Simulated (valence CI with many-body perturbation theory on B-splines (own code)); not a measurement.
**E1 transitions of Sm¹²⁺**

Computed by valence CI with perturbative core correlation (CI+MBPT): four valence electrons over a frozen Dirac-Fock core [Kr] 4d10, radial functions for each j: 8 s, 8 p, 9 d, 9 f, 6 g, 3 h, 2 i, with the one-electron correlation potential Σ1 (screened to all orders), the two-electron term Σ2, the three-electron term Σ3, Breit, model QED; selected single and double excitations, second order for the rest, scaled by the run's own slope (own B-spline code, finite nucleus).

No measured spectrum was set against this ion. As an estimate, terms of the open shell hold to a few per cent of their energy, and close levels can change places; configurations with another count of f electrons can be misplaced by thousands of cm⁻¹. Core correlation moves these levels by up to 34000 cm⁻¹, and in measured spectra 5 to 20 % of such shifts remained as error; rates that hang on mixing are uncertain with them.

Lines 51 to 100 of 218 in falling wavelength, among levels below 15.869 eV, chosen from the strongest by gf and those to the six lowest levels. Wavelengths and rates use the calculated energies, so an error of 2000 cm⁻¹ moves a line at 1286 Å by 2.6 % and its rate by three times that or more. Electric multipoles are in the length gauge, E1 and E2 with the static RPA response of the core. Weak lines are less certain than strong ones. Lines between different terms over intervals too small for the method are left out, as are lines whose strength nearly cancels. Where a level lies close to another of its J and parity, the split of strength between their lines is uncertain. The highest levels of a list are the least certain.

Names give the largest LS component (configuration and term), which can be under half, so a name can repeat, a term be missing and a line seem to break the LS rules; names also repeat where a configuration has a term twice. Letters in brackets count levels of one name in rising energy.

| λ vac (Å) | Upper | Lower | A (s⁻¹) | S (a.u.) |
| --- | --- | --- | --- | --- |
| 1286 | 4f³5s ³P°_1 | 4f²5s² ³P_2 | 1.93e+04 | 6.08e-05 |
| 1282 | 4f³5s ⁵I°_5 | 4f²5s² ³H_4 | 1.17e+03 | 1.34e-05 |
| 1276 | 4f³5s ³P°_0 | 4f²5s² ³P_1 | 1.01e+05 | 1.03e-04 |
| 1265 | 4f³5s ³S°_1 [b] | 4f²5s² ³P_0 | 3.97e+03 | 1.19e-05 |
| 1256 | 4f³5s ³D°_2 | 4f²5s² ³P_2 | 2.81e+04 | 1.37e-04 |
| 1252 | 4f³5s ³F°_2 | 4f²5s² ¹D_2 | 1.44e+04 | 6.99e-05 |
| 1249 | 4f³5s ³I°_5 [a] | 4f²5s² ³F_4 | 5.18e+03 | 5.48e-05 |
| 1246 | 4f³5s ⁵F°_5 | 4f²5s² ¹G_4 | 7.15e+03 | 7.52e-05 |
| 1242 | 4f³5s ³P°_1 | 4f²5s² ³P_1 | 2.77e+04 | 7.85e-05 |
| 1226 | 4f³5s ³S°_1 [a] | 4f²5s² ¹D_2 | 5.88e+04 | 1.61e-04 |
| 1223 | 4f³5s ⁵D°_2 | 4f²5s² ³P_2 | 2.51e+03 | 1.14e-05 |
| 1219 | 4f³5s ³P°_1 | 4f²5s² ³P_0 | 1.82e+04 | 4.88e-05 |
| 1218 | 4f³5s ⁵D°_1 | 4f²5s² ³P_2 | 1.41e+04 | 3.76e-05 |
| 1216 | 4f³5s ⁵D°_3 | 4f²5s² ³P_2 | 2.40e+04 | 1.49e-04 |
| 1216 | 4f³5s ¹K°_7 | 4f²5s² ¹I_6 | 8.85e+04 | 1.18e-03 |
| 1206 | 4f³5s ³I°_5 [a] | 4f²5s² ³H_6 | 7.52e+01 | 7.17e-07 |
| 1200 | 4f³5s ³H°_5 | 4f²5s² ¹G_4 | 1.71e+03 | 1.60e-05 |
| 1195 | 4f³5s ⁵F°_2 | 4f²5s² ³F_3 | 7.28e+03 | 3.07e-05 |
| 1187 | 4f³5s ³P°_2 | 4f²5s² ¹D_2 | 3.63e+04 | 1.50e-04 |
| 1184 | 4f³5s ⁵D°_2 | 4f²5s² ³P_1 | 4.99e+04 | 2.04e-04 |
| 1183 | 4f³5s ⁵F°_3 | 4f²5s² ³F_4 | 1.33e+03 | 7.62e-06 |
| 1176 | 4f³5s ⁵F°_3 | 4f²5s² ³F_3 | 2.73e+03 | 1.54e-05 |
| 1173 | 4f³5s ⁵D°_0 | 4f²5s² ³P_1 | 4.16e+04 | 3.31e-05 |
| 1171 | 4f³5s ¹D°_2 | 4f²5s² ³P_2 | 1.06e+05 | 4.22e-04 |
| 1166 | 4f³5s ⁵F°_4 | 4f²5s² ³F_4 | 5.13e+00 | 3.61e-08 |
| 1164 | 4f³5s ⁵F°_1 | 4f²5s² ³F_2 | 2.17e+04 | 5.08e-05 |
| 1160 | 4f³5s ⁵F°_4 | 4f²5s² ³F_3 | 1.24e+04 | 8.61e-05 |
| 1158 | 4f³5s ¹P°_1 | 4f²5s² ³P_2 | 3.69e+04 | 8.49e-05 |
| 1158 | 4f³5s ⁵D°_1 | 4f²5s² ³P_0 | 4.18e+04 | 9.61e-05 |
| 1156 | 4f³5s ⁵F°_5 | 4f²5s² ³F_4 | 3.47e+04 | 2.91e-04 |
| 1151 | 4f³5s ⁵F°_2 | 4f²5s² ³F_2 | 4.93e+03 | 1.86e-05 |
| 1146 | 4f³5s ³I°_6 [a] | 4f²5s² ³H_6 | 3.03e+02 | 2.93e-06 |
| 1141 | 4f³5s ³I°_5 [a] | 4f²5s² ³H_5 | 2.25e+02 | 1.82e-06 |
| 1140 | 4f³5s ³H°_4 | 4f²5s² ³F_4 | 6.25e+03 | 4.12e-05 |
| 1135 | 4f³5s ¹D°_2 | 4f²5s² ³P_1 | 1.29e+04 | 4.65e-05 |
| 1135 | 4f³5s ³G°_5 [b] | 4f²5s² ¹I_6 | 1.66e+04 | 1.32e-04 |
| 1134 | 4f³5s ³H°_4 | 4f²5s² ³F_3 | 2.04e+03 | 1.32e-05 |
| 1134 | 4f³5s ⁵F°_3 | 4f²5s² ³F_2 | 9.74e+02 | 4.91e-06 |
| 1130 | 4f³5s ³P°_1 | 4f²5s² ¹D_2 | 5.02e+04 | 1.07e-04 |
| 1120 | 4f³5s ³I°_6 [b] | 4f²5s² ¹I_6 | 1.78e+04 | 1.61e-04 |
| 1120 | 4f³5s ³I°_5 [b] | 4f²5s² ¹I_6 | 1.66e+04 | 1.26e-04 |
| 1120 | 4f³5s ⁵S°_2 | 4f²5s² ³F_2 | 2.13e+02 | 7.39e-07 |
| 1119 | 4f³5s ⁵F°_5 | 4f²5s² ³H_6 | 6.24e+02 | 4.74e-06 |
| 1116 | 4f³5s ³H°_5 | 4f²5s² ³F_4 | 9.49e+03 | 7.16e-05 |
| 1109 | 4f³5s ³L°_7 | 4f²5s² ¹I_6 | 1.70e+04 | 1.72e-04 |
| 1108 | 4f³5s ⁵G°_5 | 4f²5s² ¹G_4 | 9.38e+03 | 6.93e-05 |
| 1107 | 4f³5s ³D°_2 | 4f²5s² ¹D_2 | 9.12e+04 | 3.06e-04 |
| 1092 | 4f³5s ³I°_7 | 4f²5s² ³H_6 | 7.96e+03 | 7.68e-05 |
| 1087 | 4f³5s ³I°_6 [a] | 4f²5s² ³H_5 | 1.42e+04 | 1.17e-04 |
| 1087 | 4f³5s ⁵G°_2 | 4f²5s² ³F_3 | 5.38e+02 | 1.70e-06 |
